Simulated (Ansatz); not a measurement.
System: C3H10Sn, net charge 0, singlet state. 
Coordinates optimised at B3LYP-D3(BJ)/def2-TZVP (Ansatz, a program for electronic structure):
SMILES: [CH3][SnH]([CH3])[CH3]
```xyz
14

C      1.9024    -0.3181    -0.8192
Sn     0.0306    -0.0550     0.2329
C     -1.4696    -1.3580    -0.6224
C     -0.6142     2.0026     0.0590
H      1.7709    -0.0710    -1.8724
H      2.2379    -1.3515    -0.7393
H      2.6668     0.3337    -0.3976
H      0.2489    -0.4481     1.8973
H     -2.4180    -1.2345    -0.1009
H     -1.1561    -2.3982    -0.5412
H     -1.6123    -1.1144    -1.6750
H     -0.7540     2.2574    -0.9913
H      0.1337     2.6696     0.4864
H     -1.5570     2.1481     0.5850
```

Basis-set convergence of Hartree-Fock and CCSD(T) correlation energies (hartree) with Ansatz. Correlated levels leave the core frozen unless marked. No spin-orbit coupling. Frozen are the shells of the preceding noble gas and the d and f shells that filled before the atom's block. Past Kr the def2 sets carry scalar-relativistic core potentials.

```tsv
basis	functions	E(HF)	E(corr, CCSD(T))
def2-SVP	118	-332.66671	-0.61270
def2-TZVPP	283	-332.81214	-0.74002
def2-QZVPP	553	-332.81991	-0.77561
```

Extrapolating the two largest sets (X = 3 and 4) as X^-3: E(corr) = (64·(-0.77561) - 27·(-0.74002))/37 = -0.8016 Eh, an estimate of the basis-set limit. The largest set recovers 96.8 % of it, the smallest 76.4 %.
